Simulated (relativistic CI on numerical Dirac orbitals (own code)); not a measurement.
**Rh⁴⁺: 4s photoemission**

Computed with this model: Dirac-Coulomb-Breit CI, separate exchange-only KLI orbitals for each configuration, a model potential for QED, valence Slater integrals scaled by 0.8, multiplet model of photoemission in the sudden approximation; configurations [Kr] 4d5 → [Ar] 3d10 4s 4p6 4d5; 300 K; Lorentzian 2.8 eV and Gaussian 0.6 eV FWHM. Energies are those of the free ion, without screening or charge transfer. The energies are binding energies and can lie tens of eV above those of solids. Without intra-shell correlation the exchange splitting of an s hole comes out too large, often by half or more. S is read from ⟨S²⟩ = S(S + 1).

Field parameters in Wybourne normalisation: Oh B⁴₀ = 21Dq, B⁴₄ = √(5/14) B⁴₀. The field is a parameter set, without covalency.

free ion: ground-state S = 2.49, centroid 151.36 eV. Peaks (eV, height): 147.4 (100), 157.0 (72).

Oh, 10Dq = 20000 cm⁻¹: ground-state S = 1.54, centroid 151.49 eV. Peaks (eV, height): 147.8 (69), 150.6 (100), 154.6 (51), 156.6 (48).

Oh, 10Dq = 32750 cm⁻¹: ground-state S = 0.53, centroid 151.62 eV. Peaks (eV, height): 150.8 (100).

Strongest unbroadened transitions for Oh, 10Dq = 32750 cm⁻¹:

| Energy (eV) | Relative strength |
| --- | --- |
| 150.30 | 3.1 |
| 150.31 | 2.9 |
| 150.73 | 45.4 |
| 150.84 | 100.0 |
| 151.65 | 8.9 |
| 151.69 | 3.9 |
| 152.34 | 0.6 |
| 154.26 | 36.4 |
| 154.52 | 1.2 |
| 154.62 | 3.7 |
| 154.86 | 1.9 |
| 155.15 | 1.1 |
| 155.32 | 0.2 |
| 155.87 | 0.0 |
| 155.96 | 0.1 |
| 156.34 | 0.1 |
| 157.85 | 0.0 |
| 157.98 | 0.2 |
